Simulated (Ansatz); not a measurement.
Consider the redistribution: `C[SiH](Cl)[NH][AlH2]` + `C[SiH2]SCF` → `C[SiH2]S[SiH](C)Cl` + `FC[NH][AlH2]`.

Calculated with Ansatz (gas phase, PBE0-D4/def2-TZVP geometries, no zero-point term in ΔE). CCSD(T)/CBS is the MP2 limit (def2-TZVPP, def2-QZVPP) plus CCSD(T) − MP2 in def2-TZVPP, frozen cores. DFT in def2-TZVPP. Each species was taken in one conformer, which may not be the lowest.

`C[SiH](Cl)[NH][AlH2]`:

```xyz
12

C     0.705   -1.596    1.130
Si   -0.085    0.047    0.784
Cl    0.670    1.374    2.190
N     0.206    0.608   -0.808
Al   -0.931    1.393   -1.941
H     0.510   -1.910    2.157
H     0.312   -2.358    0.451
H     1.788   -1.540    0.995
H    -1.553    0.029    0.979
H     1.171    0.545   -1.110
H    -0.355    1.863   -3.337
H    -2.437    1.545   -1.491
```

`C[SiH2]SCF`:

```xyz
12

C     0.445   -0.962   -1.471
Si   -0.413   -1.108    0.175
S    -1.503    0.660    0.714
C    -0.126    1.739    1.134
F     0.570    2.170    0.026
H     0.982   -1.884   -1.707
H     1.158   -0.136   -1.454
H    -0.281   -0.769   -2.264
H    -1.437   -2.184    0.162
H     0.577   -1.366    1.258
H     0.577    1.227    1.794
H    -0.549    2.612    1.634
```

`C[SiH2]S[SiH](C)Cl`:

Z-matrix (Å, degrees):
```
C
Si 1 1.860
H 1 1.091 2 110.4
H 1 1.092 2 110.5 3 -120.0
H 1 1.094 2 110.2 3 120.1
S 2 2.152 1 111.4 3 62.5
H 2 1.485 1 111.0 3 179.3
H 2 1.487 1 111.2 3 -59.5
Si 6 2.123 2 100.6 1 -94.0
C 9 1.854 6 113.5 2 -70.4
Cl 9 2.069 6 111.2 2 51.4
H 9 1.481 6 105.3 2 166.9
H 10 1.093 9 110.1 6 -178.4
H 10 1.091 9 111.0 6 61.4
H 10 1.093 9 109.6 6 -58.7
```

`FC[NH][AlH2]`:

Z-matrix (Å, degrees):
```
C
N 1 1.408
F 1 1.400 2 111.8
H 1 1.093 2 110.4 3 -118.2
H 1 1.094 2 112.6 3 118.6
Al 2 1.782 1 126.3 3 96.4
H 2 1.010 1 112.4 3 -76.0
H 6 1.580 2 117.4 1 -174.9
H 6 1.581 2 116.5 1 7.4
```

```
             level  ΔE (kJ/mol)
           ωB97M-V         -9.4
SCS-MP2/def2-TZVPP         -7.8
     HF/def2-QZVPP         -1.0
      HF/CBS(def2)         -0.8
```

(1) What does CCSD(T)/CBS give? (An estimate is asked.)

Largest T1 diagnostic among the species: 0.012.

Answers

(1) Computed: -9.0 kJ/mol. The listed levels differ from it by -0.4, 1.2, 8.0, 8.2 kJ/mol.

In def2-TZVPP, CCSD(T) changes the Hartree–Fock value by −6.0 kJ/mol (the triples alone add −1.2 kJ/mol) and MP2 by −9.1 kJ/mol. The D4 term adds −6.7 kJ/mol with B3LYP and −3.8 kJ/mol with PBE0; it sums over pairs of atoms, weighted by their polarisabilities, and B3LYP, whose exchange is more repulsive, gets the larger term.

B3LYP here is the variant with VWN-RPA as its local correlation; programs differ in this.
